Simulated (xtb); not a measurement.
Input file for xtb: GFN1-xTB on GeN+, 2S+1 = 3, a spin state set in the input, which need not be the lowest, a point of a bond scan (R = 2.015 Å). Charge +1.

```
$ xtb mol.xyz --gfn 1 --sp --chrg 1 --uhf 2
2

N      0.00000000     0.00000000     0.00000000
Ge     0.00000000     0.00000000     2.01541100
```

Output:

```
[...]
           -------------------------------------------------
          |                Calculation Setup                |
           -------------------------------------------------



           -------------------------------------------------
          |                 G F N 1 - x T B                 |
           -------------------------------------------------

        Reference                      10.1021/acs.jctc.7b00118
      * Hamiltonian:
        H0-scaling (s, p, d)           1.850000    2.250000    2.000000
        zeta-weighting                 0.000000
      * Dispersion:
        s8                             2.400000
        a1                             0.630000
        a2                             5.000000
        s9                             0.000000
      * Repulsion:
        kExp                           1.500000
        rExp                           1.000000
      * Coulomb:
        alpha                          2.000000
        third order                    atomic
        anisotropic                    false
      * Halogen bond correction:
        rad-scale                      1.300000
        damping                        0.440000


          ...................................................
          :                      SETUP                      :
          :.................................................:
          :  # basis functions                  14          :
          :  # atomic orbitals                  13          :
          :  # shells                            5          :
          :  # electrons                         8          :
          :  # halogen bonds                     0          :
          :  max. iterations                   250          :
          :  Hamiltonian                  GFN1-xTB          :
          :  restarted?                      false          :
          :  GBSA solvation                  false          :
          :  PC potential                    false          :
          :  electronic temp.          300.0000000     K    :
          :  accuracy                    1.0000000          :
          :  -> integral cutoff          0.2500000E+02      :
          :  -> integral neglect         0.1000000E-07      :
          :  -> SCF convergence          0.1000000E-05 Eh   :
          :  -> wf. convergence          0.2000000E-04 e    :
          :  Broyden damping             0.4000000          :
          :  net charge                          1          :
          :  unpaired electrons                  2          :
          ...................................................

 iter      E             dE          RMSdq      gap      omega  full diag
   1      0.4677190  0.467719E+00  0.341E+01    0.00       0.0  T
   2     -0.6295307 -0.109725E+01  0.268E+01    0.00       1.0  T
   3     -2.4542366 -0.182471E+01  0.174E+01    3.26       1.0  T
   4     -3.8749809 -0.142074E+01  0.934E+00    3.50       1.0  T
   5     -2.6808124  0.119417E+01  0.152E+01    3.09       1.0  T
   6     -3.3323431 -0.651531E+00  0.201E+01    1.73       1.0  T
   7      3.4362921  0.676864E+01  0.452E+01    0.00       1.0  T
   8     -0.1188819 -0.355517E+01  0.306E+01    0.30       1.0  T
   9     -4.1152959 -0.399641E+01  0.678E+00    3.35       1.0  T
  10     -3.7982948  0.317001E+00  0.988E+00    4.43       1.0  T
  11     -3.8647603 -0.664655E-01  0.860E+00    4.11       1.0  T
  12     -4.1417544 -0.276994E+00  0.242E+00    2.90       1.0  T
  13     -4.1159410  0.258134E-01  0.313E+00    2.20       1.0  T
  14     -4.0743421  0.415988E-01  0.413E+00    2.07       1.0  T
  15     -4.0725355  0.180663E-02  0.422E+00    2.05       1.0  T
  16     -4.0787459 -0.621037E-02  0.404E+00    2.08       1.0  T
  17     -4.0831043 -0.435843E-02  0.398E+00    2.10       1.0  T
  18     -4.0881083 -0.500402E-02  0.380E+00    2.13       1.0  T
  19     -4.1347189 -0.466105E-01  0.189E+00    2.40       1.0  T
  20     -4.1499618 -0.152429E-01  0.714E-01    2.60       1.0  T
  21     -4.1516302 -0.166841E-02  0.363E-01    2.67       1.0  T
  22     -4.1516734 -0.432326E-04  0.178E-01    2.66       1.0  T
  23     -4.1516806 -0.722873E-05  0.643E-02    2.66       1.1  T
  24     -4.1516816 -0.944376E-06  0.212E-02    2.65       3.3  T
  25     -4.1516817 -0.114700E-06  0.392E-03    2.65      18.0  T
  26     -4.1516817 -0.128516E-07  0.779E-04    2.65      90.7  T
  27     -4.1516817 -0.205009E-08  0.517E-05    2.65    1366.9  T
  28     -4.1516817 -0.794920E-12  0.581E-06    2.65   12167.6  T

   *** convergence criteria satisfied after 28 iterations ***

         #    Occupation            Energy/Eh            Energy/eV
      -------------------------------------------------------------
         1        2.0000           -0.9460331             -25.7429
         2        2.0000           -0.8291964             -22.5636
         3        1.7339           -0.6851527             -18.6440
         4        1.1330           -0.6824079             -18.5693
         5        1.1330           -0.6824079             -18.5693 (HOMO)
         6                         -0.5849384             -15.9170 (LUMO)
         7                         -0.5849384             -15.9170
         8                         -0.4688600             -12.7583
         9                         -0.4682184             -12.7409
        10                         -0.4682184             -12.7409
       ...                                ...                  ...
        13                         -0.2594941              -7.0612
      -------------------------------------------------------------
                  HL-Gap            0.0974695 Eh            2.6523 eV
             Fermi-level           -0.6589309 Eh          -17.9304 eV

 transition dipole moment (au) for excitation:           4           5
     X       Y       Z
   0.0000   0.0000  -0.0000  total (au/Debye):    0.000   0.000
 dE (eV)             :    0.000
 oscillator strength :  0.35832E-46

 SCC (total)                   0 d,  0 h,  0 min,  0.005 sec
 SCC setup                      ...        0 min,  0.000 sec (  2.462%)
 Dispersion                     ...        0 min,  0.000 sec (  1.016%)
 classical contributions        ...        0 min,  0.000 sec (  0.479%)
 integral evaluation            ...        0 min,  0.001 sec ( 14.457%)
 iterations                     ...        0 min,  0.003 sec ( 52.690%)
 molecular gradient             ...        0 min,  0.001 sec (  9.978%)
 printout                       ...        0 min,  0.001 sec ( 18.584%)

         :::::::::::::::::::::::::::::::::::::::::::::::::::::
         ::                     SUMMARY                     ::
         :::::::::::::::::::::::::::::::::::::::::::::::::::::
         :: total energy              -4.150386634152 Eh    ::
         :: gradient norm              0.054395006994 Eh/a0 ::
         :: HOMO-LUMO gap              2.652279984656 eV    ::
         ::.................................................::
         :: SCC energy                -4.151681700607 Eh    ::
         :: -> electrostatic           0.123768712622 Eh    ::
         :: repulsion energy           0.001586115685 Eh    ::
         :: dispersion energy         -0.000291049230 Eh    ::
         :: halogen bond corr.         0.000000000000 Eh    ::
         :: add. restraining           0.000000000000 Eh    ::
         :: total charge               0.999999999966 e     ::
         :::::::::::::::::::::::::::::::::::::::::::::::::::::

           -------------------------------------------------
          |                Property Printout                |
           -------------------------------------------------

    * Orbital Energies and Occupations

         #    Occupation            Energy/Eh            Energy/eV
Note: The following floating-point exceptions are signalling: IEEE_UNDERFLOW_FLAG IEEE_DENORMAL
normal termination of xtb
      -------------------------------------------------------------
         1        2.0000           -0.9460331             -25.7429
         2        2.0000           -0.8291964             -22.5636
         3        1.7339           -0.6851527             -18.6440
         4        1.1330           -0.6824079             -18.5693
         5        1.1330           -0.6824079             -18.5693 (HOMO)
         6                         -0.5849384             -15.9170 (LUMO)
         7                         -0.5849384             -15.9170
         8                         -0.4688600             -12.7583
         9                         -0.4682184             -12.7409
        10                         -0.4682184             -12.7409
        11                         -0.4313120             -11.7366
        12                         -0.4313120             -11.7366
        13                         -0.2594941              -7.0612
      -------------------------------------------------------------
                  HL-Gap            0.0974695 Eh            2.6523 eV
             Fermi-level           -0.6589309 Eh          -17.9304 eV

  Mulliken/CM5 charges         n(s)   n(p)   n(d)
     1N     0.03453 -0.00515   1.842  3.123  0.000
     2Ge    0.96547  1.00515   1.913  0.877  0.245

Wiberg/Mayer (AO) data.
largest (>0.10) Wiberg bond orders for each atom

 ---------------------------------------------------------------------------
     #   Z sym  total        # sym  WBO       # sym  WBO       # sym  WBO
 ---------------------------------------------------------------------------
     1   7 N    1.496 --     2 Ge   1.496
     2  32 Ge   1.496 --     1 N    1.496
 ---------------------------------------------------------------------------

Topologies differ in total number of bonds
Writing topology from bond orders to xtbtopo.mol

 dipole moment from electron density (au)
     X       Y       Z
  -0.0000   0.0000   4.1137  total (Debye):   10.456


           -------------------------------------------------
          | TOTAL ENERGY               -4.150386634152 Eh   |
          | GRADIENT NORM               0.054395006994 Eh/α |
          | HOMO-LUMO GAP               2.652279984656 eV   |
           -------------------------------------------------

------------------------------------------------------------------------
------------------------------------------------------------------------
 total:
 SCF:
```

The run finished.

Cost: very roughly 0.05 core-seconds.
